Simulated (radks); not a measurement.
The numbers below are computed, except where a source is named.
Problem. The mean radii <r> (bohr) of the occupied orbitals of an atom or ion are listed with their occupations. Code: a radial shooting solver on a logarithmic mesh with Libxc functionals. Model: scalar-relativistic Kohn-Sham, LDA (Slater exchange, VWN5 correlation), spin-polarised, spherical densities, finite nucleus; Fermi nuclear charge, rms radius of each element as measured or else 0.836 A^(1/3) + 0.57 fm.

orbital  occ.      <r>
1s          2  0.02908
2s          2   0.1256
2p          6   0.1096
3s          2   0.3399
3p          6   0.3381
3d         10   0.3148
4s          2   0.8175
4p          6   0.8832
4d         10    1.070

Name the element and its charge. Open shells, if any, are filled with parallel spins first.

Solution. Z = 50, tin, charge +4: Sn4+ in [Kr] 4d10. The 1s radius gives Z: for a bare nucleus <r> = (2 gamma + 1)/(2Z) with gamma = sqrt(1 - (Z/c)^2), 0.02862 bohr for Z = 50, and screening makes it slightly larger (0.02908 here). The occupations add up to 46, and the charge is Z minus that.
